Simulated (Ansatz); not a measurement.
Coupled-cluster diagnostics for SiHMe2(OEt) (C₄H₁₂OSi), Ansatz.

Geometry of the singlet (PBE-D4/def2-SVP):

Cartesian coordinates in Å:
```
C 1.105 -0.787 1.821
C 2.472 0.367 -0.725
C -1.701 0.131 -0.139
C -2.636 -0.068 -1.321
O -0.356 0.082 -0.589
Si 0.970 0.442 0.396
H 0.793 1.834 0.964
H 1.986 -0.558 2.456
H 1.219 -1.822 1.437
H 0.208 -0.760 2.473
H 2.368 1.072 -1.574
H 2.600 -0.654 -1.139
H 3.394 0.632 -0.167
H -1.887 -0.659 0.629
H -1.916 1.110 0.357
H -3.696 -0.044 -0.995
H -2.482 0.727 -2.077
H -2.441 -1.045 -1.808
```

Correlated methods freeze 10 core orbitals. Another isomer (singlet) lies 0.34 eV lower at PBE0-D4/def2-TZVP; other spin states weren't run for this one.

Estimate the CCSD(T) correlation energy, the shares of MP2 and (T), T1 and the reference's ⟨S²⟩ for: charge 0, singlet, own geometry in def2-SVP; and the rough time on 4 threads of Arm Neoverse V2 on a shared host.


| state | basis | correlation (eV) | MP2 share (%) | (T) share (%) | T1 | ⟨S²⟩ (pure) | wall time |
| --- | --- | --- | --- | --- | --- | --- | --- |
| charge 0, singlet, own geometry | def2-SVP | -26.345 | 89.2 | 2.7 | 0.009 | 0.00 (0.00) | 27 s |
Customary marks for T1 are 0.02 (closed shells), 0.045 (open shells) and about 0.05 (3d metals). T1 stays under 0.02 throughout.
